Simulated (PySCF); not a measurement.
How methods differ on the excitation energy of Ba

Ba [Xe] 6s2 (1S) → Ba [Xe] 5d2 (3F), as a difference of total energies. Computed with PySCF 2.14 in def2-QZVPPD with the def2 core potential (46 electrons) (7s5p3d2f1g, 60 functions), with a scalar-relativistic core potential. Correlated levels: valence: 5s2 5p6 frozen. The calculations carry no spin-orbit coupling.

| method | excitation energy (eV) |
| --- | --- |
| UHF | 2.334 |
| MP2 (valence) | 2.705 |
| SCS-MP2 (valence) | 2.862 |
| CCSD (valence) | 2.812 |

Task: How much does correlation contribute at MP2 (valence)?

Result: 2.705 − (2.334) = 0.371 eV, measured against UHF.

With two correlated electrons CCSD is exact in that space.
